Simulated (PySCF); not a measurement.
HI2Si, SMILES I[SiH]I (connectivity only; charge and spin as stated), charge +1, multiplicity 1.

Geometry: B3LYP-D3(BJ)/def2-SVP. The spin state was assumed, not searched. The isomer is the one that the SMILES or the coordinates give; other isomers of the formula were not compared. The def2 effective core potentials stand for the cores of I; spin–orbit coupling is left out.

Calculation: CAM-B3LYP/def2-TZVPD (PySCF).

Symmetry labels are those of the subgroup C2v that the program uses (full group C2v).

**Question.** List the valence orbital energies around the gap with their symmetry. (Estimate from the structure and the level; the computed values follow.)

**Answer.** 
```tsv
orbital	symmetry	energy (eV)
HOMO−7	B2	-26.94
HOMO−6	A1	-21.59
HOMO−5	A1	-17.61
HOMO−4	B2	-16.87
HOMO−3	B1	-15.46
HOMO−2	A1	-14.73
HOMO−1	A2	-14.51
HOMO	B2	-14.36
LUMO	B1	-7.46
LUMO+1	A1	-6.29
LUMO+2	B2	-4.04
LUMO+3	A1	-3.36
```
